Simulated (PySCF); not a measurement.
# Working out the ionisation energy of Cu⁺

Cu⁺ [Ar] 3d10 (1S) → Cu²⁺ [Ar] 3d9 (2D). Calculation: PySCF 2.14, in ANO-RCC-VTZP; scalar relativity by spin-free X2C-1e. Frozen: [Ar]. Energies in hartree (1 hartree = 27.21139 eV):

| part | Cu⁺ (lower) | Cu²⁺ (upper) |
| --- | --- | --- |
| UHF | -1652.906358 | -1652.272816 |
| CCSD correlation | -0.417900 | -0.320586 |
| (T) | -0.015972 | -0.007162 |

Q: What does Hartree-Fock give?

A: (-1652.272816) − (-1652.906358) = 0.633542 hartree = 17.240 eV.

Q: What do CCSD and CCSD(T) give?

A: The CCSD correlation energies differ by 0.097314 hartree = 2.648 eV and the triples by 0.008810 hartree = 0.240 eV, so CCSD gives 19.888 eV and CCSD(T) 20.128 eV.

A first-order spin-orbit estimate adds -0.115 eV to CCSD(T) (valence), giving 20.013 eV against 20.292 eV (measured; NIST Atomic Spectra Database, ionization energies).

What remains against the reference includes basis incompleteness, the frozen core and higher excitations.
